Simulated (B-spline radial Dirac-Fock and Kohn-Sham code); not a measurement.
# Two-hole binding energies of Se²⁻

System: the Se²⁻ ion, configuration [Ar] 3d10 4s2 4p6, inside a Watson sphere of charge +2 and radius 1.98 Å (a model of the Madelung potential; inside it an electron's potential energy is lowered by 14.5 eV).

The run's input, task.json:

```json
{"items": [{
  "Z": 34,
  "q": -2,
  "cfg": [[1, 0, 2], [2, 0, 2], [2, 1, 6], [3, 0, 2], [3, 1, 6], [3, 2, 10], [4, 0, 2], [4, 1, 6]],
  "A": 80,
  "rrms": 4.14,
  "watson": [2, 1.98],
  "do": ["binding", "quiet", "double"]
}]}
```

Command: `python xray_run.py task.json out`

These are calculated numbers from a radial finite-basis atomic code; the model is relaxed Dirac-Fock hole states (ΔSCF) with Breit and QED corrections and a finite nucleus. U is the two-hole binding energy less the two single-hole energies, the effective repulsion of the holes after relaxation. Each two-hole energy is an average over J within one jj subconfiguration.

```tsv
holes	E(a) (eV)	E(b) (eV)	E(ab) (eV)	U (eV)
1s⁻¹ 2p3/2⁻¹	12659.3	1438.1	14216.1	118.7
2s⁻¹ 2p1/2⁻¹	1662.5	1479.0	3205.6	64.0
2p1/2⁻²	1479.0	1479.0	3045.9	87.8
2p3/2⁻²	1438.1	1438.1	?	?
2s⁻¹ 3p1/2⁻¹	1662.5	173.3	1862.3	26.5
2s⁻¹ 3p3/2⁻¹	1662.5	167.4	1855.9	26.1
2p1/2⁻¹ 3s⁻¹	1479.0	236.8	1742.4	26.6
2p3/2⁻¹ 3d3/2⁻¹	1438.1	57.78	1521.6	25.8
2p3/2⁻¹ 3d5/2⁻¹	1438.1	56.93	1519.9	24.9
3p1/2⁻²	173.3	173.3	370.0	23.3
3p1/2⁻¹ 3p3/2⁻¹	173.3	167.4	361.8	21.0
3p3/2⁻²	167.4	167.4	356.4	21.6
3d3/2⁻²	57.78	57.78	136.2	20.6
3d3/2⁻¹ 3d5/2⁻¹	57.78	56.93	135.7	21.0
```

Problem. Give the missing two-hole energy and U.

Solution. E(ab) = 2956.8 eV and U = 80.7 eV.
